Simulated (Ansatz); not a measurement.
Cl$_{2}$O$_{2}$W, triplet, geometry from GFN2-xTB (such geometries of metal compounds can be far from the true shape) (the multiplicity is a formal guess) (core potentials on W); PBE/def2-TZVPD in Ansatz (a first-principles code).

The Ansatz input:
Ansatz 0.2 input:
```yaml
crystal:
  periodic: [false, false, false]
  atoms:
    - {symbol: W, position_ang: [0.37433821, -0.07415431, 0.12270466]}
    - {symbol: O, position_ang: [1.49271735, -0.62827810, -1.01392940]}
    - {symbol: O, position_ang: [0.74820365, 0.18436419, 1.74848290]}
    - {symbol: Cl, position_ang: [-0.97950147, 1.60541944, -0.73627097]}
    - {symbol: Cl, position_ang: [-1.70452181, -1.07372945, -0.14352742]}
basis:
  gaussian:
    orbitals: def2-TZVPD
hamiltonian:
  xc: pbe
magnetization: {spin_polarized: true, initial_magnetization: 2}
```

**Question.** What does Ansatz print? Leave out banner, timings and long lists.

**Answer.** 
```
Functional definition: PBE
1274 factors; their error is unknown
mean field evaluation 1: about -30939.5588 eV, gradient 7.2e1 eV
mean field evaluation 2: about -30602.9634 eV, gradient 2.2e2 eV
mean field evaluation 4: about -30954.0297 eV, gradient 2.7e1 eV
mean field evaluation 8: about -30954.7074 eV, gradient 2.0e1 eV
mean field evaluation 16: about -30957.5647 eV, gradient 6.8e-1 eV
mean field evaluation 32: about -30939.5588 eV, gradient 7.2e1 eV
mean field evaluation 64: about -30954.8779 eV, gradient 1.7e1 eV
mean field evaluation 96: about -30957.1120 eV, gradient 1.0e-1 eV
mean field evaluation 128: about -30957.6040 eV, gradient 1.7e0 eV
mean field -30957.61770330 eV, -1137.6714667692 hartree, gradient 1.9e-5 eV, S^2 2.003436; 17 other end points of the search recorded, 0 dependent functions left out
reference -30957.61777758 eV, -1137.6714694991 hartree; 33, 31 occupied and 182, 184 virtual orbitals, 1274 factors
Total energy: -30957.61777758 eV, -1137.6714694991 hartree
```
